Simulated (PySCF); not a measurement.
**Cl²⁺: ionisation energy**

Cl²⁺ [Ne] 3s2 3p3 (4S) → Cl³⁺ [Ne] 3s2 3p2 (3P), as a difference of total energies. Computed with PySCF 2.14 in dyall-acv3z, with the spin-free X2C one-electron Hamiltonian (Gaussian nucleus). Correlated levels: valence: [Ne] frozen; virtual orbitals above 40 to 60 times the deepest correlated orbital energy dropped. The calculations carry no spin-orbit coupling.

| method | ionisation energy (eV) |
| --- | --- |
| UHF | 38.956 |
| MP2 (valence) | 39.623 |
| SCS-MP2 (valence) | 39.421 |
| CCSD (valence) | 39.551 |
| CCSD(T) (valence) | 39.589 |

How much does correlation contribute at CCSD(T) (valence)?

39.589 − (38.956) = 0.633 eV, measured against UHF.

A first-order spin-orbit estimate (lowest level to lowest level, LS coupling) adds -0.101 eV.

Errors of the correlated levels include the incompleteness of this basis and the frozen core.

For comparison: 39.8 ± 0.11 eV (semi-empirical (NIST evaluation); NIST Atomic Spectra Database, ionization energies).
